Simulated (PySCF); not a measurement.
Two species compared at the same levels of theory.

First species: C7H11ClNP.
Structure used (GFN2-xTB), in Å, numbered top down from 1:
```
atom  x, y, z in Å
C1    -1.5813   -0.6685    0.6248
C2    -0.6085    0.2303   -0.1470
C3    -0.6233    1.6694    0.3808
C4    -1.0574    0.2607   -1.6108
N5     0.7543   -0.3146   -0.0278
C6     1.5030   -0.7332   -1.0825
P7     3.0658   -1.3203   -0.6989
C8     2.7049   -0.9872    0.9840
C9     1.4539   -0.4679    1.1315
Cl10   0.8366   -0.0479    2.6865
H11   -2.5977   -0.3095    0.4865
H12   -1.5195   -1.6885    0.2504
H13   -1.3661   -0.6764    1.6874
H14    0.1157    2.2667   -0.1497
H15   -0.4049    1.7104    1.4420
H16   -1.6043    2.1079    0.2174
H17   -2.0641    0.6693   -1.6534
H18   -0.4129    0.8983   -2.2113
H19   -1.0842   -0.7382   -2.0399
H20    1.1080   -0.6814   -2.0766
H21    3.3733   -1.1626    1.8060
```

Second species: C6H8ClFO2.
SMILES: `CO[C@@]1(C)C[C@@]1(F)C(=O)Cl`

Levels: PBE0/pcSseg-1 for dipole moment, HOMO energy, LUMO energy and HOMO–LUMO gap; GFN2-xTB for rotational constant A and rotational constant C. Geometries: GFN2-xTB. Each structure is a single optimised conformer of the isolated species, non-relativistic unless stated. Electronic properties by PySCF.

The conformers computed, where there is a choice (atom-mapped SMILES and torsion angles):
- `[CH3:1][C:2]([CH3:3])([CH3:4])[n:5]1[cH:6][p:7][cH:8][c:9]1[Cl:10]`: C1–C2–N5–C6 119°
- `[CH3:1][O:2][C@@:3]1([CH3:4])[CH2:5][C@@:6]1([F:7])[C:8](=[O:9])[Cl:10]`: C1–O2–C3–C4 62°, C5–C6–C8–O9 21°

Q: Which has the higher LUMO energy?

A: The first: -0.23 eV against -1.24 eV, a difference of 1.01 eV.

Q: Which has the higher HOMO–LUMO gap?

A: The second: 6.45 eV against 6.07 eV, a difference of 0.38 eV.

Q: Which has the higher rotational constant A?

A: The second: 1.648 GHz against 1.271 GHz, a difference of 0.377 GHz.

Q: Which of the two has the higher dipole moment, and by how much?

A: The first: 3.59 D against 3.28 D, a difference of 0.31 D.

Q: Which has the higher HOMO energy?

A: The first: -6.30 eV against -7.69 eV, a difference of 1.39 eV.

Q: Which has the higher rotational constant C?

A: The second: 0.782 GHz against 0.613 GHz, a difference of 0.169 GHz.

On the first: A dipole of 3.59 D is allowed in Cs, and pure rotational transitions are dipole-allowed. The dipole equals about 12.0 × 10⁻³⁰ C·m (1 D = 3.33564 × 10⁻³⁰ C·m).

On the second: The dipole matches unit charges of opposite sign 0.68 Å apart (1 e·Å = 4.8032 D).
